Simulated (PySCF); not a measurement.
Field gradients from PBE0/pcSseg-1 densities (PySCF, non-relativistic) at PBE0-D3(BJ)/def2-SVP geometries, isolated species, one conformer each; χzz is the principal value of largest magnitude, with Q(14N) = 0.02044 b. The small basis limits the accuracy of the gradients.

(1) Rank these 14N sites by the size of the quadrupole coupling, smallest first.
A. The cyano nitrogen of `N#C[SiH](O)O`
B. N2 (imine nitrogen) in `[CH3:1]/[N:2]=[CH:3]\[C:4]#[N:5]`
C. The nitrile nitrogen of `N#CC1=CC=CC1`
D. N5 (nitrile nitrogen) in `[H]/[N:3]=[C:2](/[CH3:1])[C:4]#[N:5]`
E. N1 (nitrile nitrogen) in `[N:1]#[C:2]/[CH:3]=[CH:4]\[NH2:5]`

Answers

(1) E (4.248 MHz), C (4.422 MHz), D (4.787 MHz), A (5.560 MHz), B (5.868 MHz).

All sites together:

```
nucleus                                                           site  Vzz (au)     η  χzz (MHz)
    14N  N5 (nitrile nitrogen) in [H]/[N:3]=[C:2](/[CH3:1])[C:4]#[N:5]    -0.997  0.12     -4.787
    14N        N2 (imine nitrogen) in [CH3:1]/[N:2]=[CH:3]\[C:4]#[N:5]    -1.222  0.52     -5.868
    14N     N1 (nitrile nitrogen) in [N:1]#[C:2]/[CH:3]=[CH:4]\[NH2:5]    -0.884  0.36     -4.248
    14N                           the nitrile nitrogen of N#CC1=CC=CC1    -0.921  0.15     -4.422
    14N                             the cyano nitrogen of N#C[SiH](O)O    -1.158  0.01     -5.560
```
